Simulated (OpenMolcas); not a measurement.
Consider [Cu2(μ-Br)2(F)4]2-, a planar model complex in vacuum (2 bridging Br, bridge angle 90°, metal-metal distance 3.55 Å, Cu–Br 2.51 Å; typed geometry, not optimised).

```xyz
8

Cu    -1.7734     0.0000     0.0000
Cu     1.7734     0.0000     0.0000
Br     0.0000     1.7734     0.0000
Br     0.0000    -1.7734     0.0000
F     -3.1099     1.3364     0.0000
F     -3.1099    -1.3364     0.0000
F      3.1099     1.3364     0.0000
F      3.1099    -1.3364     0.0000
```

Problem. Give the energies of the total-spin states at CASSCF(2,2) on the singly occupied d orbitals (ANO-RCC-VDZP on Cu, F and ANO-RCC-VDZ on Br, scalar-relativistic DKH2, RICD, no spin-orbit coupling, OpenMolcas), and the exchange constant.

Solution. Local spins 1/2 and 1/2.

| total S | E (cm⁻¹) | natural occupations, lowest and highest |
|---|---|---|
| 1 | 0.0 | 1.000, 1.000 |
| 0 | 14.1 | 0.997, 1.003 |

J = 7.0 cm⁻¹ (ferromagnetic).

J is defined by H = −2J S1·S2, so negative values are antiferromagnetic. Wave-function values come from the highest and lowest total spin; broken-symmetry values use Yamaguchi's formula with the computed ⟨S²⟩. The active space holds the singly occupied metal orbitals alone, without bridging-ligand orbitals. No row is a measured value.
